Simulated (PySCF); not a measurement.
Beryllium: a sound run and one with changed settings

Sound run: Be⁺ [He] 2s1, Be²⁺ 1s2. All numbers are calculated (PySCF 2.14, the spin-free X2C one-electron Hamiltonian (Gaussian nucleus), in cc-pVTZ-DK (4s3p2d1f, 30 functions)). The sound run starts from symmetry-adapted Hartree-Fock orbitals and uses a fine grid where one is needed.

Changed run: radial step 0.3 in ln r (0.13 in the sound run). This setting is unsound on purpose.

| species | method | sound run (hartree) | changed run (hartree) | converged |
| --- | --- | --- | --- | --- |
| Be⁺ | UHF | -14.27971 | -14.27971 | yes |
| Be⁺ | BP86 | -14.32621 | -14.32606 | yes |
| Be⁺ | TPSS | -14.34022 | -14.33953 | yes |
| Be²⁺ | UHF | -13.61352 | -13.61352 | yes |
| Be²⁺ | BP86 | -13.65060 | -13.65059 | yes |
| Be²⁺ | TPSS | -13.66455 | -13.66455 | yes |

Ionisation energy of Be⁺:

```csv
method,sound run (eV),changed run (eV)
UHF,18.128,18.128
BP86,18.384,18.380
TPSS,18.386,18.367
```

A coarse radial grid mis-integrates the density and the exchange-correlation energy, with errors of either sign; Hartree-Fock needs no grid.

For comparison, NIST gives 18.211 eV between the lowest levels.
